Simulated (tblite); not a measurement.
C5H14OP2.
Cartesian coordinates in Å at the GFN2-xTB level; atoms count from 1:
```
atom  x, y, z in Å
C1    -1.2632   -0.4369   -1.4677
C2    -0.7797    0.0856   -0.1204
C3    -1.1453   -0.8780    0.9970
C4    -1.3177    1.4871    0.1322
P5     1.0763    0.2229   -0.2926
C6     1.7585    0.5894    1.3770
O7     1.5059    1.2060   -1.3006
P8     1.7606   -1.8216   -0.7341
H9    -0.8817   -1.4456   -1.6421
H10   -2.3513   -0.4690   -1.5052
H11   -0.9051    0.2136   -2.2649
H12   -2.2145   -1.0842    0.9792
H13   -0.6131   -1.8221    0.8714
H14   -0.8949   -0.4623    1.9708
H15   -2.4054    1.4956    0.0753
H16   -1.0235    1.8482    1.1165
H17   -0.9232    2.1710   -0.6177
H18    1.3229    1.5177    1.7407
H19    2.8303    0.7376    1.2499
H20    1.5764   -0.2181    2.0798
H21    3.0760   -1.4003   -0.5572
H22    1.8010   -1.5172   -2.0883
```

Computed with GFN2-xTB (tblite): harmonic, unscaled wavenumbers at the GFN2-xTB geometry, gas phase. Errors from tens to a few hundred cm⁻¹ against measured bands are possible. Modes of hydrogen on phosphorus can be 10 to 20 % off. One conformer, not necessarily the lowest.

Harmonic wavenumbers (cm⁻¹): 55.5, 112.8, 140.5, 156.4, 178.3, 182.7, 209.4, 222.5, 233.9, 261.7, 269.9, 293.3, 307.4, 364.2, 387.7, 403.0, 490.4, 618.0, 689.6, 734.9, 753.2, 829.1, 842.1, 855.9, 961.2, 968.4, 971.5, 1021.2, 1025.5, 1113.0, 1202.1, 1233.1, 1240.6, 1248.0, 1301.4, 1397.8, 1401.6, 1418.9, 1423.6, 1437.7, 1478.4, 1481.3, 1483.4, 1495.5, 1497.5, 1500.1, 2284.5, 2348.3, 2971.3, 2989.5, 2997.7, 3006.2, 3008.0, 3009.6, 3015.2, 3017.1, 3018.0, 3025.2, 3029.9, 3034.4.

A = 1732, B = 1197, C = 1062 MHz; mass 152.052 u (most abundant isotopes); point group C1, symmetry number 1.

Q: What is the zero-point energy?

A: Half the sum of the wavenumbers: 39325 cm⁻¹ = 112.43 kcal/mol.

Q: What is S at 298.15 K and 1 bar for an ideal gas of classical rigid rotors and harmonic oscillators?

A: Translation 40.99, rotation 29.37, vibration 36.19: S = 106.6 cal/(mol K).

Q: And Cp and H(298.15 K) − H(0)?

A: Cp = 46.60 cal/(mol K), of which vibrations give 38.65 (their classical limit is 60 R = 119.2); H(298.15 K) − H(0) = 8.38 kcal/mol without the zero-point energy, 6.01 from vibrations.

Q: Which modes carry the vibrational entropy at 298.15 K?

A: 55.5 cm⁻¹: 4.61; 112.8 cm⁻¹: 3.22; 140.5 cm⁻¹: 2.80; 156.4 cm⁻¹: 2.59; 178.3 cm⁻¹: 2.35; 182.7 cm⁻¹: 2.30 cal/(mol K); the other 54 give 18.33 together.

Q: How do the functions run with temperature in this model?

A: 
| T (K) | S (cal/(mol K)) | Cp (cal/(mol K)) | H − H(0) (kcal/mol) | G − H(0) (kcal/mol) | ln q(vib) |
| --- | --- | --- | --- | --- | --- |
| 150 | 80.7 | 30.0 | 2.68 | -9.44 | 3.00 |
| 250 | 98.8 | 41.4 | 6.26 | -18.44 | 6.42 |
| 400 | 121.7 | 57.0 | 13.67 | -35.03 | 11.48 |
| 600 | 148.2 | 73.6 | 26.82 | -62.08 | 17.86 |
| 900 | 181.5 | 90.5 | 51.63 | -111.69 | 26.62 |

q(vib) and H(0) count from the zero-point level.

Q: Blend soft modes into free rotors: weight 1/[1 + (100 cm⁻¹/ν̃)⁴] for the oscillator and the rest for a rotor with moment μB/(μ + B), μ = h/(8π²ν), B = 10⁻⁴⁴ kg m². What vibrational entropy results?

A: 34.89 cal/(mol K) in place of 36.19, which changes −T·S at 298.15 K by +0.39 kcal/mol.

Q: What must be added to the electronic energy to get the Gibbs energy at 298.15 K and 1 bar?

A: ZPE + [H(298.15 K) − H(0)] − T·S = 112.43 + 8.38 − 31.77 = 89.04 kcal/mol.

Hindered rotation and anharmonicity are outside this model. Other conformers, if any are populated, would add a mixing term that is left out. The structure is chiral; the term R ln 2 for an equal mix with its mirror image is left out.
